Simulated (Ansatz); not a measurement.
`BC1=C[SiH2]O1`, 10 atoms. Charge 0, multiplicity 1. All runs use 2 threads of an AMD EPYC 9R45 on a shared host. Correlated methods freeze the cores.

Problem. How many basis functions does each run have, and how long does it take in Ansatz? RKS SPW92 (LDA)/def2-TZVPP energy; RKS ωB97M-V/def2-SVP energy; RKS PBE0-D4/def2-TZVP frequencies; RHF-MP2/def2-QZVPP energy; RKS PBE0-D4/def2-TZVP relaxation (7 steps); direct RPA on PBE orbitals/def2-TZVPP energy; RKS r2SCANh-D4/def2-TZVPP energy; RHF-CCSD(T)/def2-TZVPP energy; RKS PBE0-D4/def2-SVP energy; RKS ωB97M-V/def2-QZVPP energy; RHF-CCSD(T)/def2-SVP energy; RKS PBE0-D4/def2-QZVPP energy. (Best estimate.)

Solution. Ansatz gave: Other jobs shared the machine, so times are rough.

```
                                level                   job  functions  wall time  peak host memory (GiB)
                 RKS PBE0-D4/def2-SVP                energy         99     0.55 s                    0.21
           RKS SPW92 (LDA)/def2-TZVPP                energy        236     0.85 s                    0.29
                 RKS ωB97M-V/def2-SVP                energy         99      2.1 s                    0.29
                 RHF-CCSD(T)/def2-SVP                energy         99      2.6 s                    0.41
            RKS r2SCANh-D4/def2-TZVPP                energy        236      2.7 s                    0.54
direct RPA on PBE orbitals/def2-TZVPP                energy        236        3 s                     0.6
               RKS PBE0-D4/def2-QZVPP                energy        448      4.7 s                     1.3
               RKS ωB97M-V/def2-QZVPP                energy        448       10 s                     1.6
                   RHF-MP2/def2-QZVPP                energy        448       13 s                     2.6
                RKS PBE0-D4/def2-TZVP  relaxation (7 steps)        191       16 s                    0.47
                RKS PBE0-D4/def2-TZVP           frequencies        191       84 s                    0.48
               RHF-CCSD(T)/def2-TZVPP                energy        236    2.2 min                     1.9
```
